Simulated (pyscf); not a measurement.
**•O–GeH₃, doublet**

Gas-phase minimum from PySCF at ωB97X-D3(BJ)/def2-SVP, one conformer. •O–GeH₃ lies 33.1 kcal/mol over its isomer HO–GeH₂• (electronic energy, ωB97M-D3(BJ)). 

```xyz
5

O      0.3477     0.2963     0.5484
Ge    -1.2098    -0.4799     0.0827
H     -0.9329    -1.7245    -0.7721
H     -2.0868     0.5321    -0.6677
H     -1.8198    -0.8534     1.4417
```
Charge 0, spin multiplicity 2.

Bonded distances (Å): O1–Ge2 1.801, Ge2–H3 1.535, Ge2–H4 1.535, Ge2–H5 1.536. Bond angles (°): O1–Ge2–H3 109.7, O1–Ge2–H4 109.6, O1–Ge2–H5 102.7, H3–Ge2–H4 111.4, H3–Ge2–H5 111.5, H4–Ge2–H5 111.5.

Properties at ωB97X-D3(BJ)/def2-SVP:

```yaml
harmonic_wavenumbers_unscaled: 445, 551, 692, 865, 868, 910, 2196, 2196, 2203 cm⁻¹
zero_point_energy: 15.6 kcal/mol
rotational_symmetry_number: 1
Entropy of this conformer at 298 K and 1 atm, rigid rotor and harmonic oscillator, modes under 100 cm⁻¹ raised to 100: 268.1 J/(mol K)
dipole_moment: 2.03 D
Spin expectation value S2: 0.753
```

Single-point totals, which compare only within one level (frozen core for MP2 and CC):

```csv
level,total energy (hartree)
ωB97X-D3(BJ)/def2-TZVP,-2153.95157
PBE/def2-TZVP,-2153.58098
r²SCAN/def2-TZVP,-2153.93834
B3LYP-D3(BJ)/def2-TZVP,-2154.03960
PBE0-D3(BJ)/def2-TZVP,-2153.63996
M06-2X/def2-TZVP,-2153.94936
ωB97M-D3(BJ)/def2-TZVP,-2154.01591
UHF/def2-TZVPP,-2151.96726
MP2/def2-TZVPP,-2152.41618
CCSD/def2-TZVPP,-2152.44167
CCSD(T)/def2-TZVPP,-2152.45655
```

The CCSD(T) − MP2 part came from Ansatz, without density fitting, on the same reference. The frozen core leaves the outer d or s,p core shells of the metals and heavy elements correlated in the MP2 and CC values, and def2-TZVPP describes them poorly, so these totals are far from the basis limit. Elements up to Kr have no core potential and no relativistic terms here.
